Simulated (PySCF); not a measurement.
Correlation energy of Be (beryllium, neutral)

[He] 2s1 3s1, high-spin 3S determinant (an excited configuration). All numbers are calculated (PySCF 2.14, no relativity, point nucleus, in aug-cc-pCVDZ). Frozen: nothing; 4 electrons correlated.

MP2 pair energies summed by pair of shells (mhartree):

```tsv
pair	energy	share (%)
1s-1s	-28.97	88.2
1s-2s	-1.95	5.9
2s-3s	-1.78	5.4
1s-3s	-0.16	0.5
```

Total MP2 correlation energy: -32.86 mhartree.

Same-spin part -2.19 and opposite-spin part -30.66 mhartree; SCS-MP2 scales them by 1/3 and 6/5 to -37.53 mhartree.
